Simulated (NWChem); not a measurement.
Molecule: phosphoric acid (H3PO4); SMILES O=P(O)(O)O

```xyz
8

O      1.4282    -0.1440    -0.5880
P      0.0003    -0.0025     0.1301
O      0.0037    -0.0306     1.6054
O     -0.5817     1.3264    -0.5553
O     -0.8505    -1.1491    -0.6018
H      2.0001    -0.7483    -0.0976
H     -0.3507     2.1085    -0.0377
H     -1.6499    -1.3555    -0.1007
```
Atoms are numbered in this order, from 1.

All runs: NWChem. Coordinates come from a PBE0/def2-SVP optimisation. Vertical excitations in the gas phase; the lowest state need not have the same character in each row.

```tsv
level	lowest excitation, singlet (eV)	oscillator strength of that lowest state	orbital gap (eV)
PBE/def2-SVP, full TDDFT	6.70	0.012	6.61
B3LYP/def2-SVP, full TDDFT	7.50	0.017	8.59
LDA (Slater exchange, VWN5)/def2-SVP, full TDDFT	6.78	0.013	6.69
LRC-wPBEh/def2-SVP, full TDDFT	8.26	0.021	12.97
```
